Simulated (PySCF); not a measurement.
**How methods differ on the excitation energy of Sc⁺**

Sc⁺ [Ar] 3d1 4s1 (3D) → Sc⁺ [Ar] 4s2 (1S), as a difference of total energies. Calculation: PySCF 2.14, in aug-cc-pVDZ; the non-relativistic Hamiltonian (point nucleus). Correlated levels: valence: [Ar] frozen. The calculations carry no spin-orbit coupling.

```
           method  excitation energy (eV)
              UHF                   2.359
              LDA                   2.502
              PBE                   2.654
             PBE0                   2.623
           r2SCAN                   3.081
            TPSSh                   2.775
           revPBE                   2.716
             PW91                   2.705
    MP2 (valence)                   1.818
SCS-MP2 (valence)                   1.652
```

Q: How much does correlation contribute at MP2 (valence)?

A: 1.818 − (2.359) = -0.541 eV, measured against UHF.

These non-relativistic numbers lack the scalar-relativistic shift.

Errors of the correlated levels include the incompleteness of this basis and the frozen core.

For comparison: 1.442 eV (measured; NIST levels, between the centres of gravity of the two terms).
